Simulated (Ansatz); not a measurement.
This geometry of C₂H₇NSeSi (12 atoms, charge 0, multiplicity 1) is a first-order saddle point.

These are results of Ansatz 0.2.0, RKS PBE-D4/def2-SVP, not measurements.

```xyz
12
Properties=species:S:1:pos:R:3
C -0.933 1.873 1.529
Se -0.672 0.036 2.191
C -0.337 -0.709 0.392
N 0.826 -0.764 -0.101
Si 1.242 -1.394 -1.704
H -1.142 2.495 2.419
H -0.010 2.227 1.035
H -1.794 1.927 0.835
H -1.274 -1.061 -0.113
H 0.046 -1.902 -2.478
H 1.896 -0.276 -2.463
H 2.229 -2.507 -1.506
```

Which two structures does it join? (They come from a converged band through this point; their orientation in space is the band's.)

No bond is made or broken. The dihedral C1–Se2–C3–N4 goes from -178 to 0°.

Image 0:

```xyz
12
Properties=species:S:1:pos:R:3
C -1.668 1.595 1.608
Se 0.190 0.992 1.804
C 0.295 -0.015 0.175
N 1.344 -0.650 -0.154
Si 1.581 -1.591 -1.617
H -1.812 2.426 2.323
H -1.838 1.973 0.582
H -2.376 0.780 1.844
H -0.658 0.048 -0.416
H 0.364 -1.590 -2.519
H 2.750 -1.018 -2.368
H 1.905 -3.005 -1.228
```

Image 10:

```xyz
12
Properties=species:S:1:pos:R:3
C 0.045 1.295 2.087
Se -1.704 1.033 1.256
C -1.099 0.003 -0.245
N 0.114 -0.310 -0.459
Si 0.746 -1.246 -1.804
H 0.047 0.849 3.098
H 0.761 0.768 1.420
H 0.276 2.374 2.137
H -1.971 -0.272 -0.889
H -0.335 -1.693 -2.765
H 1.745 -0.401 -2.545
H 1.451 -2.455 -1.255
```

How far does it lie above each of them?

8.9 kcal/mol above the first and 12.6 kcal/mol above the second. This is the barrier of this one path; another mechanism may lie lower.

The run took 4.4 min on 2 threads of Arm Neoverse V2, on a shared host, peak memory 0.18 GiB.
